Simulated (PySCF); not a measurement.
Work out the structure from these simulated measurements.

Formula: C3HF7.

| Item | Value |
| --- | --- |
| Polarisability | 43.9 au [B3LYP/def2-SVPD] |
| Rotational structure | rotational constants A, B, C: 1.764, 1.196, 1.149 GHz [PBE0-D3(BJ)/def2-SVP] |
| 13C NMR | chemical shifts (computed TMS as zero) by class: 125.6 (1 C), 115.9 (1 C), 113.1 (1 C) ppm [GIAO CAM-B3LYP/pcSseg-1] |
| Triplet | lowest triplet excitation (Tamm–Dancoff): 8.84 eV [TDA B3LYP/def2-SVPD] |
| Dipole | 1.50 D [B3LYP/def2-SVPD] |
| NMR, other nuclei | isotropic shieldings of nuclei other than C and H, by class: 270 (3 F), 323 (2 F), 327 (2 F) ppm [GIAO CAM-B3LYP/pcSseg-1] |
| 1H NMR | chemical shifts (computed TMS as zero) by class: 5.85 (1 H) ppm [GIAO CAM-B3LYP/pcSseg-1] |
| Couplings | largest of the computed one-bond spin–spin couplings (means over like bonds): 19F–13C -356.9 (×3), 19F–13C -318.3 (×2), 19F–13C -314.7 (×2), 13C–1H +195.2 Hz [B3LYP/pcJ-1, spin–dipole term left out for some pairs] |
| UV, first state | lowest singlet excitation: 9.31 eV (133 nm, f = 0.042) [TDDFT B3LYP/def2-SVPD] |
| UV, strongest line | among the 10 lowest singlet transitions: S4 at 10.36 eV (120 nm, f = 0.074) [TDDFT B3LYP/def2-SVPD] |

Gas-phase values; electronic properties from PySCF, density fitting. Levels stand in brackets. Isolated species at its PBE0-D3(BJ)/def2-SVP geometry (one conformer only). NMR classes are plain means over equivalent atoms (diastereotopic ones count apart unless rotation or inversion swaps them), as if these changed places fast.

**Question.** What is the compound? Reason from the data.

**Answer.** Numbering: `[F:1][CH:2]([F:3])[C:4]([F:5])([F:6])[C:7]([F:8])([F:9])[F:10]`. Its formula, C3HF7, gives 0 degrees of unsaturation, so no ring and no π bond. 3 carbons fall into 3 classes; from least to most shielded: CF3 carbon [C7] (125.6 ppm), CHF2 carbon [C2] (115.9 ppm), CF2 carbon [C4] (113.1 ppm). The one hydrogen (5.85 ppm): methine hydrogen. The other shieldings belong to: 270 ppm, fluorine of a CF3 group [F8/F9/F10]; 323 ppm, fluorine of a CF2 group [F5/F6]; 327 ppm, fluorine of a CF2 group [F1/F3]. The couplings run between: -356.9 Hz, fluorine of a CF3 group [F8] and CF3 carbon [C7] (with 2 like pairs); -318.3 Hz, fluorine of a CF2 group [F1] and CHF2 carbon [C2] (with 1 like pair); -314.7 Hz, fluorine of a CF2 group [F5] and CF2 carbon [C4] (with 1 like pair); +195.2 Hz, CHF2 carbon [C2] and its hydrogen. The optimised geometry has point group Cs and is an asymmetric top. Structure: `C(F)(F)C(C(F)(F)F)(F)F`. The assignments are read from this structure; whether some other isomer fits the data as well wasn't checked.

The values belong to the conformer `[F:1][CH:2]([F:3])[C:4]([F:5])([F:6])[C:7]([F:8])([F:9])[F:10]`: F1–C2–C4–F5 62°, C2–C4–C7–F8 -60°.
